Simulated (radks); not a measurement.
Spherical quantum dot in the effective-mass picture: electrons in a parabolic well V = omega^2 r^2 / 2 with omega = 1.41, with a point charge +1 (a donor) at the centre, all in effective atomic units (hartree* = m*/eps^2 hartree, bohr* = eps/m* bohr), one dielectric constant everywhere. Method: non-relativistic Kohn-Sham, PBE, spin-polarised, spherical densities; computed with a radial shooting solver with Libxc functionals. Levels are named by radial order and angular momentum (1s, 1p, 1d, 2s, ...), and open shells are averaged over m.

N = 4, configuration 1s2 1p(up 2, down 0). This is the lowest configuration that the search found. Occupied and some empty levels:

level,occupation,eigenvalue (hartree*),<r> (bohr*)
1s up,1,3.4559,0.9012
1s down,1,3.5798,0.8809
1p up,2,4.9680,1.301
1p down,0,5.1447,1.305
2s up,0,6.0610,1.410
2s down,0,6.1629,1.426
1d up,0,6.3032,1.564
1d down,0,6.4695,1.578
1f up,0,7.6369,1.782
1f down,0,7.7796,1.796

Energy (hartree*): total 11.0513, kinetic 5.7704, external 0.87051, Hartree 6.5580, exchange-correlation -2.1476.
